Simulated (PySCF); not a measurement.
How methods differ on the ionisation energy of Sm

Sm [Xe] 4f6 6s2 (7F) → Sm⁺ [Xe] 4f6 6s1 (8F), as a difference of total energies. Computed with PySCF 2.14 in ANO-RCC-VTZP (8s7p5d3f2g1h, 104 functions), with scalar relativity by spin-free X2C-1e. The calculations carry no spin-orbit coupling.

```json
{"method": "UHF", "ionisation energy (eV)": "4.590", "error (eV)": "-1.036"}
{"method": "r2SCAN0", "ionisation energy (eV)": "5.260", "error (eV)": "-0.366"}
{"method": "B97-3", "ionisation energy (eV)": "5.701", "error (eV)": "+0.075"}
```

Reference: 5.626 eV (measured; NIST levels, between the centres of gravity of the two terms).
